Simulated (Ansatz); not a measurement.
Cost and result for the atomization energy of CH4ClFOSi (`FCO[SiH2]Cl`) (9 atoms, 8 bonds).

```tsv
atom	x (Å)	y (Å)	z (Å)
F1	-1.007	-1.702	0.001
C2	-0.706	-0.734	0.929
O3	0.493	-0.134	0.622
Si4	0.864	0.658	-0.768
Cl5	-0.590	2.045	-1.185
H6	-0.606	-1.221	1.901
H7	-1.528	-0.012	0.921
H8	2.135	1.354	-0.496
H9	0.944	-0.254	-1.925
```

Charge 0, multiplicity 1. All single points use the PBE0-D4/def2-TZVP geometry. It is one conformer, not always the lowest. Program: Ansatz. All runs use 4 threads of an Arm Neoverse V1 on a shared host. Times are those of one run each, without the atoms' runs, and a repeat can differ threefold. Electronic energies, without spin–orbit coupling; frozen cores. CCSD(T)/CBS adds CCSD(T) − MP2 in def2-TZVPP to the MP2 limit, and its time is that of the two runs behind it. T1 = 0.011. HSE06 is the plane-wave form, built on full-range PBE exchange.

CCSD(T)/CBS is a level of theory with its own doubt, some kJ/mol a heavy atom from the limit and from the frozen cores, so smaller differences don't rank the functionals.

| level | functions | wall time | atomization (kcal/mol) | difference from CCSD(T)/CBS | per bond |
| --- | --- | --- | --- | --- | --- |
| PBE-D4/def2-TZVPP (with forces) | 233 | 2.1 s | 789.9 | 10.1 | 1.3 |
| PBE0-D4/def2-TZVPP | 233 | 2.6 s | 773.8 | -6.0 | -0.8 |
| BHLYP-D4/def2-TZVPP | 233 | 2.7 s | 749.5 | -30.3 | -3.8 |
| HSE06-D4/def2-TZVPP | 233 | 2.8 s | 774.4 | -5.4 | -0.7 |
| CAM-B3LYP-D4/def2-TZVPP | 233 | 2.8 s | 780.2 | 0.4 | 0.0 |
| CCSD(T)/def2-SVP | 98 | 3.3 s | 725.5 | -54.3 | -6.8 |
| PBE-QIDH/def2-TZVPP | 233 | 4.4 s | 770.7 | -9.1 | -1.1 |
| B2PLYP/def2-TZVPP | 233 | 4.5 s | 767.6 | -12.2 | -1.5 |
| ωB97X-V/def2-TZVPP | 233 | 6.5 s | 781.8 | 2.0 | 0.2 |
| B97M-V/def2-TZVPP | 233 | 7.5 s | 779.1 | -0.7 | -0.1 |
| MP2/def2-QZVPP | 431 | 16 s | 790.3 | 10.5 | 1.3 |
| CCSD(T)/def2-TZVPP | 233 | 110 s | 756.9 | -22.9 | -2.9 |
| CCSD(T)/CBS(def2) | – | 2 min | 779.8 | 0.0 | 0.0 |

The D4 term adds +7.3 kcal/mol with B3LYP and +3.8 kcal/mol with PBE0; it sums over pairs of atoms, weighted by their polarisabilities, and B3LYP, whose exchange is more repulsive, gets the larger term. At CCSD(T), def2-SVP lies −54.4 kcal/mol from the extrapolated value and def2-TZVPP −23.0 kcal/mol: correlation converges slowly with the basis, and small sets miss more of it in the bonded molecule than in its fragments. From BLYP to BHLYP (50 % exact exchange), in def2-TZVPP and without D4, the atomization energy moves by −19.6 kcal/mol: exact exchange takes away binding that semilocal exchange gives to molecules.

B3LYP here is the variant with VWN-RPA as its local correlation; programs differ in this.
